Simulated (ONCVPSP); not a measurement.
# What one change does to a pseudopotential (P (Z = 15), ONCV)

phosphorus (P), optimised norm-conserving Vanderbilt (ONCV), made with ONCVPSP 4.0.1 (BLYP, scalar-relativistic). Core [Ne], reference 3s2 3p2 (charge +1). Waves: 3s: rc 1.60 bohr, ncon 4, nbas 7, qcut 4.6 1/bohr, 2 projectors, debl 2.6 Ha; 3p: rc 1.95 bohr, ncon 4, nbas 7, qcut 4.5 1/bohr, 2 projectors, debl 0.6 Ha; d scattering state at 0.13 Ha: rc 1.55 bohr, ncon 3, nbas 6, qcut 6.7 1/bohr, local. Local part: the d channel. Core correction: Teter function, fcfact 3.75, rcfact 1.3.

Change: all radii but the core radius scaled by about 0.88 (s 1.42, p 1.72, d 1.36 bohr).

Cutoffs: the cutoffs (Ha) at which the residual kinetic energy of the hardest occupied pseudo-wave falls to 1 and 0.1 mHa per electron; they do not see the model core or the augmentation charge, which bear on the density cutoff. Errors are all-electron minus pseudo energies relative to the spin-unpolarised reference configuration.

Question: How do hardness, ghosts and transferability respond?

Answer: The potential gets softer (10 Ha and 33 Ha → 10 Ha and 21 Ha); of the 4 tests that both files solve, the error grows in 2 and shrinks in 1 by more than 15 % and 0.3 meV (median size 4.6 → 5.3 meV); neither file shows a bound ghost.

| quantity | base | changed |
| --- | --- | --- |
| cutoff, loose | 10 Ha | 10 Ha |
| cutoff, tight | 33 Ha | 21 Ha |
| loose cutoff by channel | s 10 Ha, p 4.7 Ha | s 10 Ha, p 5.1 Ha |
| bound ghosts | none | none |
| GHOST(+) flags under 300 eV | s at 170.4 eV | s at 107.2 eV |
| error for 3s2 3p3, meV [ΔE -9.58 eV] | +2.4 | +2.7 |
| error for 3s2 3p1, meV [ΔE 19.01 eV] | +6.8 | +8.0 |
| error for 3s2 3p0, meV [ΔE 48.68 eV] | +53 | +61 |
| error for 3s1 3p4, meV [ΔE -1.02 eV] | +2.1 | +1.6 |
| rms error of d²Exc/dni dnj with the model core, mHa | 2.39 | 2.42 |
